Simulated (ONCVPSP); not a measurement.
**Which change was made? (Sn, ONCV)**

tin (Sn), optimised norm-conserving Vanderbilt (ONCV), made with ONCVPSP 4.0.1 (PBE, scalar-relativistic). Core [Kr] 4d10, reference 5s2 5p2. Waves: 5s: rc 1.80 bohr, ncon 4, nbas 7, qcut 3.1 1/bohr, 2 projectors, debl 1 Ha; 5p: rc 2.25 bohr, ncon 3, nbas 6, qcut 4.2 1/bohr, 3 projectors, debl 3.5 Ha. Local part: polynomial inside 1.35 bohr (lpopt 3, dvloc0 0 Ha). Core correction: polynomial model core, fcfact 0.15.

Cutoffs, loose and tight: the cutoffs (Ha) at which the residual kinetic energy of the hardest occupied pseudo-wave falls to 1 and 0.1 mHa per electron. They do not see the model core or the augmentation charge, which bear on the density cutoff. Test errors are all-electron minus pseudo excitation energies from the reference, over the configurations 5s2 5p1; 5s2 5p0; 5s1 5p0; 5s2 5p1.5; variants that change the core or the reference have their own tests. The largest error is taken over the tests solved by every variant that gives reliable tests at all, those not shown here included: 5s2 5p0; 5s2 5p1; 5s2 5p1.5.

The base gives: outcome: generated; cutoff, loose: 9.0 Ha; cutoff, tight: 22 Ha; bound ghosts: none; GHOST(+) flags above zero: s, p; largest test error (meV): -66.

After one change the result is: outcome: generated; cutoff, loose: 11 Ha; cutoff, tight: 25 Ha; bound ghosts: none; GHOST(+) flags above zero: s, p; largest test error (meV): -66. Which change was it?
A. s: rc 2.26
B. s: qcut 2.8; p: qcut 3.8
C. s: rc 2.68
D. core correction none
E. p: debl 0.35

B. The others give: s: rc 2.26 → outcome: generated; cutoff, loose: 9.2 Ha; cutoff, tight: 22 Ha; bound ghosts: s; GHOST(+) flags above zero: p; largest test error (meV): -66 | s: rc 2.68 → outcome: generated; cutoff, loose: 5.5 Ha; cutoff, tight: 14 Ha; bound ghosts: s; GHOST(+) flags above zero: p; largest test error (meV): -61 | core correction none → outcome: generated; cutoff, loose: 9.0 Ha; cutoff, tight: 22 Ha; bound ghosts: none; GHOST(+) flags above zero: s, p; largest test error (meV): +17 | p: debl 0.35 → outcome: generated; cutoff, loose: 9.0 Ha; cutoff, tight: 22 Ha; bound ghosts: p; GHOST(+) flags above zero: s, p; largest test error (meV): -66.
